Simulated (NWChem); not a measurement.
System: C$_{3}$H$_{9}$BO; SMILES CB(OC)C

Input file for NWChem:

```
start job
memory heap 200 mb stack 900 mb global 1100 mb
geometry units angstroms noautoz
  B      0.033065     0.494427     0.000049
  C      0.862324     1.837564    -0.000218
  H      0.591316     2.458531     0.881722
  H      0.594321     2.455643    -0.885147
  H      1.958174     1.678430     0.001729
  C     -1.553020     0.458915    -0.000364
  H     -1.940175    -0.093848     0.884085
  H     -1.939462    -0.091465    -0.886635
  H     -2.014575     1.465093     0.000724
  O      0.763108    -0.667762     0.000166
  C      0.160787    -1.950806     0.000015
  H      0.965306    -2.712783    -0.000737
  H     -0.473005    -2.111022     0.899488
  H     -0.474137    -2.110364    -0.898768
end
basis spherical
  B library 6-31g*
  C library 6-31g*
  H library 6-31g*
  O library 6-31g*
end
dft
  xc r2scan
  iterations 150
end
task dft gradient
```

NWChem printed, in part:

```
             Northwest Computational Chemistry Package (NWChem) 7.3.0
             --------------------------------------------------------

 CS  symmetry detected

                             Geometry "geometry" -> ""
                             -------------------------

 Output coordinates in angstroms (scale by  1.889725989 to convert to a.u.)

  No.       Tag          Charge          X              Y              Z
 ---- ---------------- ---------- -------------- -------------- --------------
    1 B                    5.0000     0.01134060     0.49133020     0.00000000
    2 C                    6.0000     0.80542205     1.85555971     0.00000000
    3 H                    1.0000     0.51991079     2.46787138     0.88343485
    4 H                    1.0000     0.51991079     2.46787138    -0.88343485
    5 H                    1.0000     1.90503701     1.72495177     0.00000000
    6 C                    6.0000    -1.57328631     0.41462035     0.00000000
    7 H                    1.0000    -1.94562336    -0.14681471     0.88535992
    8 H                    1.0000    -1.94562336    -0.14681471    -0.88535992
    9 H                    1.0000    -2.06082798     1.40846637     0.00000000
   10 O                    8.0000     0.77133329    -0.65149838     0.00000000
   11 C                    6.0000     0.20255183    -1.94975880     0.00000000
   12 H                    1.0000     1.02659689    -2.69057536     0.00000000
   13 H                    1.0000    -0.42743776    -2.12607383     0.89912787
   14 H                    1.0000    -0.42743776    -2.12607383    -0.89912787

 Effective nuclear repulsion energy (a.u.)     170.4762078516

      Symmetry information
      --------------------

 Group name             Cs
 Group number              2
 Group order               2
 No. of unique centers    11

                                 NWChem DFT Module
                                 -----------------

 Summary of "ao basis" -> "ao basis" (spherical)
 ------------------------------------------------------------------------------
       Tag                 Description            Shells   Functions and Types
 ---------------- ------------------------------  ------  ---------------------
 B                           6-31g*                  6       14   3s2p1d
 C                           6-31g*                  6       14   3s2p1d
 H                           6-31g*                  2        2   2s
 O                           6-31g*                  6       14   3s2p1d

      Symmetry analysis of basis
      --------------------------

        a'         62
        a"         26

            General Information
            -------------------
          SCF calculation type: DFT
          Wavefunction type:  closed shell.
          No. of atoms     :    14
          No. of electrons :    40
           Alpha electrons :    20
            Beta electrons :    20
          Charge           :     0
          Spin multiplicity:     1
          Use of symmetry is: on ; symmetry adaption is: on
          Maximum number of iterations: 150
          AO basis - number of functions:    88
                     number of shells:    48
          Convergence on energy requested:  1.00D-06
          Convergence on density requested:  1.00D-05
          Convergence on gradient requested:  5.00D-04

              XC Information
              --------------
                      r^2SCAN Method XC Functional
               r^2SCAN metaGGA Exchange Functional  1.000
                     r^2SCAN Correlation Potential  1.000

             Grid Information
             ----------------
          Grid used for XC integration:  medium
          Radial quadrature: Mura-Knowles
          Angular quadrature: Lebedev.
          Tag              B.-S. Rad. Rad. Pts. Rad. Cut. Ang. Pts.
          ---              ---------- --------- --------- ---------
          B                   0.85       49           9.0       434
          C                   0.70       49          11.0       434
          H                   0.35       45          12.0       434
          O                   0.60       49           9.0       434
          Grid pruning is: on
          Number of quadrature shells:   515
          Spatial weights used:  Erf1

      Superposition of Atomic Density Guess
      -------------------------------------

 Sum of atomic energies:        -216.74529602

      Non-variational initial energy
      ------------------------------

 Total energy =    -219.568795
 1-e energy   =    -629.436034
 2-e energy   =     239.391032
 HOMO         =      -0.341772
 LUMO         =       0.062574

      Symmetry analysis of molecular orbitals - initial
      -------------------------------------------------

  Numbering of irreducible representations:

     1 a'          2 a"

  Orbital symmetries:

     1 a'          2 a'          3 a'          4 a'          5 a'
     6 a'          7 a'          8 a'          9 a'         10 a'
    11 a'         12 a"         13 a'         14 a"         15 a"
    16 a'         17 a'         18 a'         19 a"         20 a'
    21 a"         22 a'         23 a'         24 a'         25 a"
    26 a'         27 a'         28 a'         29 a"         30 a'

   convergence    iter        energy       DeltaE   RMS-Dens  Diis-err
 ---------------- ----- ----------------- --------- --------- ---------
 d= 0,ls=0.0,diis     1   -219.6543604807 -3.90D+02  1.18D-02  5.24D-01
 d= 0,ls=0.0,diis     2   -219.6247998479  2.96D-02  7.65D-03  9.17D-01
 d= 0,ls=0.0,diis     3   -219.7096606430 -8.49D-02  1.99D-03  7.91D-02
 d= 0,ls=0.0,diis     4   -219.7160614282 -6.40D-03  7.15D-04  8.58D-03
 d= 0,ls=0.0,diis     5   -219.7171186653 -1.06D-03  1.40D-04  2.26D-04
  Resetting Diis
 d= 0,ls=0.0,diis     6   -219.7171483768 -2.97D-05  2.99D-05  1.01D-05
 d= 0,ls=0.0,diis     7   -219.7171496321 -1.26D-06  1.42D-05  6.32D-07
 d= 0,ls=0.0,diis     8   -219.7171495947  3.73D-08  7.79D-06  9.48D-07

         Total DFT energy =     -219.717149594750
      One electron energy =     -634.367963646519
           Coulomb energy =      276.337336440644
    Exchange-Corr. energy =      -32.162730240496
 Nuclear repulsion energy =      170.476207851622

 Numeric. integr. density =       40.000016837409

                  Occupations of the irreducible representations
                  ----------------------------------------------

                     irrep           alpha         beta
                     --------     --------     --------
                     a'               16.0         16.0
                     a"                4.0          4.0

                       DFT Final Molecular Orbital Analysis
                       ------------------------------------

 Vector   18  Occ=2.000000D+00  E=-2.957419D-01  Symmetry=a'
              MO Center=  3.7D-01,  2.1D-02, -4.8D-14, r^2= 3.8D+00
   Bfn.  Coefficient  Atom+Function         Bfn.  Coefficient  Atom+Function
  ----- ------------  ---------------      ----- ------------  ---------------
    57      0.339167  10 O  px                4      0.275602   1 B  py
    18     -0.230727   2 C  py               61      0.222245  10 O  px
    17     -0.167767   2 C  px               71     -0.160483  11 C  px
    83     -0.146489  12 H  s                84     -0.140060  12 H  s
    38     -0.132648   6 C  py               22     -0.124819   2 C  py

 Vector   19  Occ=2.000000D+00  E=-2.684862D-01  Symmetry=a"
              MO Center=  4.1D-01, -8.1D-01,  8.5D-16, r^2= 2.1D+00
   Bfn.  Coefficient  Atom+Function         Bfn.  Coefficient  Atom+Function
  ----- ------------  ---------------      ----- ------------  ---------------
    59      0.524613  10 O  pz               63      0.385357  10 O  pz
    73     -0.203287  11 C  pz               86     -0.178234  13 H  s
    88      0.178234  14 H  s                85     -0.152824  13 H  s
    87      0.152824  14 H  s                 5      0.142578   1 B  pz
     9      0.102189   1 B  pz               19     -0.085664   2 C  pz

 Vector   20  Occ=2.000000D+00  E=-2.454034D-01  Symmetry=a'
              MO Center=  6.3D-02,  1.7D-01, -2.7D-16, r^2= 3.1D+00
   Bfn.  Coefficient  Atom+Function         Bfn.  Coefficient  Atom+Function
  ----- ------------  ---------------      ----- ------------  ---------------
    57      0.371582  10 O  px               37      0.297682   6 C  px
     3     -0.271659   1 B  px               61      0.265693  10 O  px
    41      0.228993   6 C  px               18      0.209190   2 C  py
    40      0.180282   6 C  s                22      0.160217   2 C  py
    20     -0.158874   2 C  s                17      0.143346   2 C  px

[...]

                         DFT ENERGY GRADIENTS

    atom               coordinates                        gradient
                 x          y          z           x          y          z
   1 B       0.021431   0.928479   0.000000    0.000075   0.002720   0.000000
   2 C       1.522027   3.506499   0.000000   -0.001762  -0.004677   0.000000
   3 H       0.982489   4.663601   1.669450   -0.002271   0.003822   0.005775
   4 H       0.982489   4.663601  -1.669450   -0.002271   0.003822  -0.005775
   5 H       3.599998   3.259686   0.000000    0.007483  -0.001153   0.000000
   6 C      -2.973080   0.783519   0.000000    0.005067   0.001100   0.000000
   7 H      -3.676695  -0.277440   1.673088   -0.001913  -0.003832   0.005806
   8 H      -3.676695  -0.277440  -1.673088   -0.001913  -0.003832  -0.005806
   9 H      -3.894400   2.661616   0.000000   -0.003037   0.006610   0.000000
  10 O       1.457609  -1.231153   0.000000   -0.000725  -0.002156   0.000000
  11 C       0.382767  -3.684510   0.000000    0.005522   0.009027   0.000000
  12 H       1.939987  -5.084450   0.000000    0.005309  -0.006948   0.000000
  13 H      -0.807740  -4.017697   1.699105   -0.004783  -0.002251   0.006216
  14 H      -0.807740  -4.017697  -1.699105   -0.004783  -0.002251  -0.006216
```

Level: r2SCAN/6-31G* (spherical d). Coordinates come from a PBE-D3(BJ)/def2-SVP optimisation.
